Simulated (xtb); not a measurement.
CHO$_{2}$ (SMILES O=[C]O), doublet, geometry from GFN2-xTB; GFN0-xTB run with xtb.

Here is a job for xtb.
```
$ xtb mol.xyz --gfn 0 --uhf 1 --hess --json

# file mol.xyz
4

O     -1.03300099    -0.39412693    -0.00168439
C     -0.02709385     0.41048045    -0.01284311
O      1.15649400     0.25596664     0.00752085
H     -0.82538098    -1.35760035     0.03036691
```

What the program printed (banner, timings and long lists left out):

```
   ID    Z sym.   atoms
    1    8 O      1, 3
    2    6 C      2
    3    1 H      4

           -------------------------------------------------
          |                Calculation Setup                |
           -------------------------------------------------

           -------------------------------------------------
          |                 G F N 0 - x T B                 |
           -------------------------------------------------

          ...................................................
          :                      SETUP                      :
          :.................................................:
          :  # basis functions                  14          :
          :  # atomic orbitals                  14          :
          :  # shells                            8          :
          :  # electrons                        17          :
          :  electronic temp.          300.0000000     K    :
          :  accuracy                    1.0000000          :
          :  -> integral cutoff          0.2500000E+02      :
          :  -> integral neglect         0.1000000E-07      :
          ...................................................

         :::::::::::::::::::::::::::::::::::::::::::::::::::::
         ::                     SUMMARY                     ::
         :::::::::::::::::::::::::::::::::::::::::::::::::::::
         :: total energy              -9.133256020902 Eh    ::
         :: gradient norm              0.016422868819 Eh/a0 ::
         :: HOMO-LUMO gap              2.502698476227 eV    ::
         ::.................................................::
         :: H0 energy                 -9.129901437229 Eh    ::
         :: repulsion energy           0.067886576116 Eh    ::
         :: electrostat energy        -0.045664806936 Eh    ::
         :: -> Gsolv                   0.000000000000 Eh    ::
         ::    -> Gsasa                0.000000000000 Eh    ::
         ::    -> Gshift               0.000000000000 Eh    ::
         :: dispersion energy         -0.000420073688 Eh    ::
         :: short-range corr.         -0.025156279165 Eh    ::
         :: add. restraining           0.000000000000 Eh    ::
         :: total charge               0.000000000000 e     ::
         :::::::::::::::::::::::::::::::::::::::::::::::::::::

           -------------------------------------------------
          |                Numerical Hessian                |
           -------------------------------------------------
step length          :   0.00500
SCC accuracy         :   0.30000
Hessian scale factor :   1.00000
frozen atoms in %    :   0.00000    0
RMS gradient         :   0.01642 !! INCOMPLETELY OPTIMIZED GEOMETRY !!
estimated CPU  time      0.00 min

writing file <hessian>.

 projected vibrational frequencies (cm⁻¹)
eigval :       -0.00    -0.00    -0.00     0.00     0.00     0.00
eigval :      464.49   548.95  1026.14  1221.66  1612.82  2845.61
           -------------------------------------------------
          |                Property Printout                |
           -------------------------------------------------

    * Orbital Energies and Occupations

         #    Occupation            Energy/Eh            Energy/eV
      -------------------------------------------------------------
         1        2.0000           -0.7038911             -19.1539
         2        2.0000           -0.6894097             -18.7598
         3        2.0000           -0.5989417             -16.2980
         4        2.0000           -0.5290608             -14.3965
         5        2.0000           -0.5090188             -13.8511
         6        2.0000           -0.5049443             -13.7402
         7        2.0000           -0.4406628             -11.9910
         8        2.0000           -0.4285834             -11.6623
         9        1.0000           -0.3208761              -8.7315 (HOMO)
[...]
   9: 13.25  10:  5.52  11: 13.70  12:  1.81
 IR intensities (km·mol⁻¹)
   1:  0.95   2:  0.88   3:  0.41   4:  0.15   5:  1.07   6:  2.14   7: 22.71   8:169.95
   9: 17.73  10: 49.71  11:  2.20  12: 23.04
 Raman intensities (Ä⁴*amu⁻¹)
   1:  0.00   2:  0.00   3:  0.00   4:  0.00   5:  0.00   6:  0.00   7:  0.00   8:  0.00
   9:  0.00  10:  0.00  11:  0.00  12:  0.00
 output can be read by thermo (or use thermo option).
 writing <g98.out> molden fake output.
 recommended (thermochemical) frequency scaling factor: 1.0
           -------------------------------------------------
          |             Thermodynamic Functions             |
           -------------------------------------------------

cs  symmetry found (for desy threshold:  0.10E+00) used in thermo

          ...................................................
          :                      SETUP                      :
          :.................................................:
          :  # frequencies                           6      :
          :  # imaginary freq.                       0      :
          :  linear?                             false      :
          :  only rotor calc.                    false      :
          :  symmetry                               cs      :
          :  rotational number                       1      :
          :  scaling factor                  1.0000000      :
          :  rotor cutoff                   50.0000000 cm⁻¹ :
          :  imag. cutoff                  -20.0000000 cm⁻¹ :
          :.................................................:

    mode    ω/cm⁻¹     T·S(HO)/kcal·mol⁻¹    T·S(FR)/kcal·mol⁻¹   T·S(vib)
   ------------------------------------------------------------------------
   ------------------------------------------------------------------------

   temp. (K)  partition function   enthalpy   heat capacity  entropy
                                   cal/mol     cal/K/mol   cal/K/mol   J/K/mol
 298.15  VIB   1.22                  309.874      3.062      1.429
         ROT  0.615E+04              888.752      2.981     20.320
         INT  0.749E+04             1198.626      6.043     21.749
         TR   0.292E+27             1481.254      4.968     37.322
         TOT                        2679.8801    11.0111    59.0707   247.1520

       T/K    H(0)-H(T)+PV         H(T)/Eh          T*S/Eh         G(T)/Eh
   ------------------------------------------------------------------------
    298.15    0.427066E-02    0.218574E-01    0.280664E-01   -0.620904E-02
   ------------------------------------------------------------------------

         :::::::::::::::::::::::::::::::::::::::::::::::::::::
         ::                  THERMODYNAMIC                  ::
         :::::::::::::::::::::::::::::::::::::::::::::::::::::
         :: total free energy          -9.139465064986 Eh   ::
         ::.................................................::
         :: total energy               -9.133256020902 Eh   ::
         :: zero point energy           0.017586709172 Eh   ::
         :: G(RRHO) w/o ZPVE           -0.023795753256 Eh   ::
         :: G(RRHO) contrib.           -0.006209044084 Eh   ::
         :::::::::::::::::::::::::::::::::::::::::::::::::::::

           -------------------------------------------------
          | TOTAL ENERGY               -9.133256020902 Eh   |
          | TOTAL ENTHALPY             -9.111398650946 Eh   |
          | TOTAL FREE ENERGY          -9.139465064986 Eh   |
          | GRADIENT NORM               0.016422868819 Eh/α |
          | HOMO-LUMO GAP               2.502698476227 eV   |
           -------------------------------------------------
########################################################################
[WARNING] Runtime exception occurred
-1- hessian_numhess: Hessian on incompletely optimized geometry!
########################################################################

normal termination of xtb
```
